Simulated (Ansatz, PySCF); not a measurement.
C₂H₂BF₃, SMILES C=C(F)B(F)F. Atoms are numbered in the order given.

```xyz
8

C     -1.1127    -1.5497     0.0000
C     -0.0125    -0.7889     0.0000
F      1.2070    -1.3627     0.0000
B     -0.0230     0.7713     0.0000
F      1.0932     1.4700     0.0000
F     -1.1707     1.4276     0.0000
H     -2.0951    -1.0753     0.0000
H     -1.0513    -2.6411     0.0000
```

Coordinates come from a B3LYP-D3(BJ)/def2-SVP optimisation. One conformer was computed; it need not be the lowest.

Two levels are set side by side: PBE-D3(BJ)/def2-SVP (Ansatz, a quantum-chemistry and plane-wave program) and B3LYP-D3(BJ)/def2-SVP (Ansatz). Each level has its own optimised geometry; the coordinates shown are those of the second. Frequencies come from the Hessian of PySCF at each geometry. Differences are taken from unrounded values.

| quantity | B3LYP-D3(BJ) | PBE-D3(BJ) | PBE-D3(BJ) minus B3LYP-D3(BJ) |
|---|---|---|---|
| mean bond length (Å) | 1.296 | 1.303 | 0.008 |
| bond C1–C2 (Å) | 1.338 | 1.348 | 0.010 |
| bond C2–F3 (Å) | 1.348 | 1.353 | 0.005 |
| bond C2–B4 (Å) | 1.560 | 1.565 | 0.005 |
| bond B4–F5 (Å) | 1.317 | 1.327 | 0.010 |
| bond B4–F6 (Å) | 1.322 | 1.332 | 0.009 |
| bond C1–H7 (Å) | 1.091 | 1.099 | 0.008 |
| bond C1–H8 (Å) | 1.093 | 1.101 | 0.008 |
| highest harmonic wavenumber (cm⁻¹) | 3271 | 3209 | -62 |
| mean harmonic wavenumber (cm⁻¹) | 1087 | 1056 | -31 |
| zero-point energy (kcal/mol) | 27.98 | 27.17 | -0.81 |

Exact exchange shortens and stiffens bonds; PBE has none. Differences between two approximate levels are no errors against the true value.
